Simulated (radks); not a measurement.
The numbers below are computed, except where a source is named.
Problem. Species: the iodine ion I4+. Configuration: [Kr] 4d10 5s1 5p1 6s1 (not the ground configuration). Code: a radial shooting solver on a logarithmic mesh with Libxc functionals. Model: scalar-relativistic Kohn-Sham, PBE, spin-unpolarised, spherical densities, finite nucleus; Fermi nuclear charge, rms radius 4.75 fm. Some entries of the table are withheld. Estimate them.

orbital,occ.,eigenvalue (Ry),<r> (bohr),<1/r> (bohr^-1)
1s,2,-2428.057,0.02722,56.83
2s,2,-378.3967,0.1172,13.02
2p,6,-340.0360,0.1025,(1)
3s,2,-79.42375,0.3140,4.668
3p,6,-66.99017,0.3121,4.438
3d,10,-48.36739,0.2886,4.200
4s,2,-17.04990,0.7389,1.889
4p,6,-13.14604,0.7896,1.731
4d,10,-7.43452,0.9077,1.457
5s,1,-4.53522,(2),0.7503
5p,1,-3.55404,1.987,0.6552
6s,1,(3),3.520,0.3720

Solution. 
(1) 2p <1/r> (bohr^-1): 12.46
(2) 5s <r> (bohr): 1.752
(3) 6s eigenvalue (Ry): -1.99046
